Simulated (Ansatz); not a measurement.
Input and output for BGeH6P (`[BH2][GeH2][PH2]`).

```yaml
crystal:
  periodic: [false, false, false]
  atoms:
    - {symbol: B, position_ang: [-1.039907, 0.725094, -1.239590]}
    - {symbol: Ge, position_ang: [0.683317, 0.243273, -0.241808]}
    - {symbol: P, position_ang: [0.082793, -1.575227, 1.112256]}
    - {symbol: H, position_ang: [-1.367963, 0.108521, -2.207968]}
    - {symbol: H, position_ang: [-1.769026, 1.575633, -0.825947]}
    - {symbol: H, position_ang: [1.264970, 1.379222, 0.620499]}
    - {symbol: H, position_ang: [1.800992, -0.292921, -1.156065]}
    - {symbol: H, position_ang: [1.200163, -1.408859, 1.973495]}
    - {symbol: H, position_ang: [-0.766840, -0.801037, 1.948229]}
basis:
  gaussian: {orbitals: def2-TZVP, point_charges: [{charge: 1.00, position_ang: [5.827, 0.846, -0.939]}]}
hamiltonian: {xc: {name: r2SCAN0}}
output: {forces: true}
```

```sh
$ ansatz run in.yaml --threads 2 --pin off --events-out ev --progress --plain --max-ram 4352MiB
```

Output, abridged:

```
Functional definition: r2SCAN0
  name "r2SCAN0"
  cite "Bursch, Neugebauer, Ehlert & Grimme, J. Chem. Phys. 156, 134105 (2022) doi:10.1063/5.0086040"
  cite "Furness, Kaplan, Ning, Perdew & Sun, J. Phys. Chem. Lett. 11, 8208 (2020) doi:10.1021/acs.jpclett.0c02405"
  cite "Furness, Kaplan, Ning, Perdew & Sun, J. Phys. Chem. Lett. 11, 9248 (2020) doi:10.1021/acs.jpclett.0c03077"
  parent r2scan
  parameter a = 0.25
  parameter k0 = 0.174
  parameter k1 = 0.065
  parameter a1 = 4.9479
  exchange = (1 - a)*r2scan_x(k0 = k0, k1 = k1, a1 = a1) + a*exact_x
  correlation = r2scan_c
1116 factors; their error is unknown
mean field evaluation 1: about -66577.3255 eV, gradient 1.9e1 eV
mean field evaluation 2: about -66577.8637 eV, gradient 1.4e1 eV
mean field evaluation 4: about -66578.1658 eV, gradient 6.9e-1 eV
mean field evaluation 8: about -66578.4440 eV, gradient 1.5e-1 eV
mean field evaluation 16: about -66578.4440 eV, gradient 1.9e-5 eV
mean field -66578.44402786 eV, -2446.7126895335 hartree, gradient 1.9e-5 eV, S^2 0.000000; 0 other end points of the search recorded, 0 dependent functions left out
the calculation of the forces begins
reference -66578.44403855 eV, -2446.7126899266 hartree; 29, 29 occupied and 123, 123 virtual orbitals, 1116 factors
Total energy: -66578.44403855 eV, -2446.7126899266 hartree
Atom 0 at    -1.039907     0.725094    -1.239590 Å, force    -0.135337     0.073714    -0.147429 eV/Å
Atom 1 at     0.683317     0.243273    -0.241808 Å, force    -0.293187    -0.060118     0.183359 eV/Å
Atom 2 at     0.082793    -1.575227     1.112256 Å, force     0.088247     0.150466     0.095948 eV/Å
Atom 3 at    -1.367963     0.108521    -2.207968 Å, force     0.080925     0.054529     0.135279 eV/Å
Atom 4 at    -1.769026     1.575633    -0.825947 Å, force     0.134569    -0.124618    -0.005328 eV/Å
Atom 5 at     1.264970     1.379222     0.620499 Å, force     0.083186    -0.042798    -0.088814 eV/Å
Atom 6 at     1.800992    -0.292921    -1.156065 Å, force     0.102538     0.043532     0.002743 eV/Å
Atom 7 at     1.200163    -1.408859     1.973495 Å, force    -0.094527    -0.021758    -0.060731 eV/Å
Atom 8 at    -0.766840    -0.801037     1.948229 Å, force     0.097513    -0.058292    -0.118772 eV/Å
Dipole moment:    -0.309871     0.098958     0.071878 e Å
```

It took 4.5 s on 2 threads of an Intel Xeon Platinum 8223CL on a shared host, with 0.39 GiB of host memory at the peak.
